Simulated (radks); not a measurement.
Q: Spherical quantum dot in the effective-mass picture: electrons in a hard-walled sphere of radius 8.45, with a point charge +1 (a donor) at the centre, all in effective atomic units (hartree* = m*/eps^2 hartree, bohr* = eps/m* bohr), one dielectric constant everywhere. Calculated with a radial shooting solver with Libxc functionals: non-relativistic Kohn-Sham, PBE, spin-polarised, spherical densities. Levels are named by radial order and angular momentum (1s, 1p, 1d, 2s, ...), and open shells are averaged over m. Results are scaled to m* = 0.306 and eps = 12.8, for which hartree* = 50.82 meV and bohr* = 2.214 nm. At N = 6 the configuration is 1s2 1p(up 3, down 0) 2s(up 1, down 0). Does electron 7 go into 2s down or 1d up or 1p down?

A: Into 1p down. The total energies of the other choices lie higher by 1.51 meV (1d up), 3.77 meV (2s down).
